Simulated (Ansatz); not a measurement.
`CN1BN[SiH2]1`, charge 0, multiplicity 1.

**Question.** Give a relaxed structure at PBE0-D4/def2-TZVP (Ansatz). (Estimate.)

**Answer.** Ansatz gave: 
```xyz
12

C    -0.418   -1.752   -0.053
N    -0.102   -0.355   -0.053
B    -0.424    0.703   -0.966
N     0.182    1.856   -0.352
Si    0.729    0.820    0.914
H    -0.981   -2.007   -0.954
H     0.482   -2.376   -0.038
H    -1.031   -2.035    0.810
H    -1.046    0.627   -1.985
H     0.238    2.809   -0.644
H     0.172    1.068    2.272
H     2.200    0.641    1.047
```
Point group Cs.
This is one stationary point; other conformers may exist.
